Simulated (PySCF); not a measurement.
Gas-phase reaction: 4 InCH3 + CH2F2 ⇌ 2 InF + C5H8 (cyclic) + 2 InH3

Energies from PySCF, thermal terms from the rigid-rotor harmonic-oscillator model, ideal gas at 1 bar. † marks an energy on the PBE0/def2-TZVP geometry and frequencies; other levels use their own. MP2 freezes the core. All species are closed-shell singlets. In: scalar-relativistic def2 core potential, no spin-orbit coupling. InCH3, InH3: computed as isolated molecules; such fragments, hydroxides, amides, oligomers or adducts are transient or little studied in the gas. MP2 isn't extrapolated to the basis-set limit.

r2SCAN/def2-TZVP† gives ΔH°(298 K) = -188 kJ.

What do PBE0/def2-TZVP, MP2/def2-SVP†, ωB97M-V/def2-TZVP† give?

PBE0/def2-TZVP: -169 kJ; MP2/def2-SVP†: -209 kJ; ωB97M-V/def2-TZVP†: -196 kJ. For scale, ΔH°(298 K) is -188 kJ at this level, -196 kJ at ωB97M-V/def2-TZVP†, and runs from -468 to -137 kJ over the 16 levels computed.
